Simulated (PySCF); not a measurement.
Compound: C6H7NO.
SMILES with atom numbers: `[OH:1][NH:2][c:3]1[cH:4][cH:5][cH:6][cH:7][cH:8]1` (hydrogens: H9 on O1; H10 on N2; H11 on C4; H12 on C5; H13 on C6; H14 on C7; H15 on C8)

Computed with PySCF at wB97X-D/pcSseg-2, non-relativistic, on one gas-phase PBE0-D3(BJ)/def2-TZVP geometry that isn't relaxed in the solvent. The solvent is an IEF-PCM continuum (cavity from Bondi-type radii × 1.2). Only the electrostatic response of the medium enters.

Gas phase at wB97X-D/pcSseg-2: HOMO -7.92 eV, LUMO 1.53 eV, dipole 1.05 D.

Question: What does the continuum do to the energy, the frontier levels and the dipole at wB97X-D/pcSseg-2 in chloroform?

Answer: 
```
   solvent      ε  E(solvent) − E(gas) (kJ/mol)  polarisation term (kJ/mol)  distortion of the solute (kJ/mol)  HOMO (eV)  LUMO (eV)  dipole (D)
chloroform  4.711                        -21.59                      -23.45                               1.86      -7.93       1.50        1.31
```

The polarisation term is half the interaction of the solute with the surface charges that it induces; the rest is the cost of distorting the solute's density. The sum is the electrostatic part of solvation alone.

Question: Which radius a makes the point-dipole formula ΔE = −[(ε − 1)/(2ε + 1)]·μ²/a³ give the value in chloroform, with the gas-phase dipole?

Answer: μ = 0.413 au and |ΔE| = 0.00822 Eh give a = 1.03 Å; the farthest nucleus lies 3.48 Å from the centroid of the nuclei, so such a sphere wouldn't even hold the nuclei. The formula assumes a rigid point dipole at the centre of a sphere.

Conformer computed: `[OH:1][NH:2][c:3]1[cH:4][cH:5][cH:6][cH:7][cH:8]1`: O1–N2–C3–C4 25°, H–O1–N2–C3 -120°.

Note: wB97X-D ran without an empirical dispersion term, which enters the total energy and its gradient alone.
